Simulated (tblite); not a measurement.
C5H5NSi.
Bonds: C1–N2 (triple), N2–C3, C3–C4 (double), C4–C5, C5–C6 (double), C6–Si7, C3–Si7. Hydrogens: H8 on C4; H9 on C5; H10 on C6; H11, H12 on Si7.

The geometry is computed with GFN2-xTB (gas phase).

(1) Give the optimised bond lengths and angles.

Results:

(1) 
```json
{"bond": "C1≡N2", "length (Å)": "1.171", "order": "triple"}
{"bond": "N2–C3", "length (Å)": "1.340", "order": "single"}
{"bond": "C3=C4", "length (Å)": "1.349", "order": "double"}
{"bond": "C4–C5", "length (Å)": "1.448", "order": "single"}
{"bond": "C5=C6", "length (Å)": "1.342", "order": "double"}
{"bond": "C6–Si7", "length (Å)": "1.884", "order": "single"}
{"bond": "C3–Si7", "length (Å)": "1.909", "order": "single"}
{"bond": "C4–H8", "length (Å)": "1.080", "order": "single"}
{"bond": "C5–H9", "length (Å)": "1.081", "order": "single"}
{"bond": "C6–H10", "length (Å)": "1.077", "order": "single"}
{"bond": "Si7–H11, Si7–H12", "length (Å)": "1.461", "order": "single"}
```

Bonds in one row agree within 0.01 Å and their mean is given. Orders are formal, as drawn. A selection of angles:
```json
{"angle": "C1–N2–C3", "degrees": "176.5"}
{"angle": "N2–C3–C4", "degrees": "124.0"}
{"angle": "N2–C3–Si7", "degrees": "126.1"}
{"angle": "C4–C3–Si7", "degrees": "109.9"}
{"angle": "C3–C4–C5", "degrees": "115.4"}
{"angle": "C3–C4–H8", "degrees": "123.8"}
{"angle": "C5–C4–H8", "degrees": "120.9"}
{"angle": "C4–C5–C6", "degrees": "116.8"}
{"angle": "C4–C5–H9", "degrees": "119.1"}
{"angle": "C6–C5–H9", "degrees": "124.0"}
{"angle": "C5–C6–Si7", "degrees": "110.1"}
{"angle": "C5–C6–H10", "degrees": "122.1"}
{"angle": "Si7–C6–H10", "degrees": "127.8"}
{"angle": "C6–Si7–H11", "degrees": "114.6"}
{"angle": "C3–Si7–C6", "degrees": "87.8"}
{"angle": "C3–Si7–H11", "degrees": "111.4"}
{"angle": "H11–Si7–H12", "degrees": "114.0"}
```

Torsions: N2–C3–C4–C5 180° (antiperiplanar); C3–C4–C5–C6 0° (synperiplanar); C4–C5–C6–Si7 0° (synperiplanar); C5–C6–Si7–C3 0° (synperiplanar); N2–C3–Si7–C6 180° (antiperiplanar).

The C–N distances run from 1.171 Å (C1≡N2, drawn triple) to 1.340 Å (N2–C3, drawn single), a spread of 0.169 Å. The C–C distances run from 1.342 Å (C5=C6, drawn double) to 1.448 Å (C4–C5, drawn single), a spread of 0.106 Å. The 7 heavy atoms lie in one plane (0.000 Å rms). Si7 (SiH2 silicon) has angles from 87.8° to 114.7°. The 5-membered ring C3–C4–C5–C6–Si7 has internal angles of 87.8° to 116.8° (sum 540°, against 540° for a flat polygon); it is planar, 0.00 Å rms from its mean plane, widest ring torsion 0°. The 2 C–Si bonds span 1.884 Å (C6–Si7, drawn single) to 1.909 Å (C3–Si7, drawn single), a spread of 0.025 Å.

Point group: Cs (every atom within 0.08 Å of its image). Its GFN2-xTB frequencies are all real (lowest 134 cm⁻¹).
